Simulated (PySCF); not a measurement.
# SMILES C=C(C)c1ccc(OC)cc1, C₁₀H₁₂O

Cartesian coordinates in Å; atom numbers follow the order of the lines, from 1:
```xyz
23

C    -3.7539   -1.1174    0.8693
C    -3.0916   -0.0782    0.3354
C    -3.8433    1.0721   -0.2726
C    -1.6112   -0.0063    0.3312
C    -0.8175   -1.1596    0.3824
C     0.5733   -1.1023    0.3962
C     1.2197    0.1385    0.3506
O     2.5577    0.3052    0.3578
C     3.3772   -0.8265    0.4327
C     0.4461    1.3033    0.2802
C    -0.9381    1.2270    0.2640
H    -3.2381   -1.9420    1.3664
H    -4.8454   -1.1628    0.8386
H    -4.9198    0.8593   -0.3197
H    -3.4834    1.2940   -1.2900
H    -3.7144    1.9930    0.3199
H    -1.2986   -2.1400    0.3883
H     1.1430   -2.0314    0.4280
H     4.4136   -0.4654    0.4382
H     3.2381   -1.4943   -0.4362
H     3.1966   -1.4053    1.3559
H     0.9614    2.2647    0.2380
H    -1.5087    2.1561    0.2121
```

Computed with quadratic response CAM-B3LYP/def2-SVPD first hyperpolarisability, Taylor convention, gas phase (PySCF). Geometry: PBE0-D3(BJ)/def2-SVP.

Problem. Give the tensor of the second harmonic β(−2ω;ω,ω) at 1064 nm in the axes of these coordinates.

Solution. In au, Taylor convention; rows are the first index (the induced dipole):
|  | xx | yy | zz | xy | xz | yz |
| --- | --- | --- | --- | --- | --- | --- |
| x | +772.6 | -40.0 | +13.4 | +86.3 | -28.6 | +3.4 |
| y | +83.7 | +5.5 | +28.0 | -35.6 | +2.8 | +7.3 |
| z | -30.4 | +7.3 | -6.7 | +2.6 | +9.4 | +28.0 |

Norm of βᵢ = ⅓ Σⱼ (βᵢⱼⱼ + βⱼᵢⱼ + βⱼⱼᵢ): 756.3 au, hyper-Rayleigh value 321.6 au.
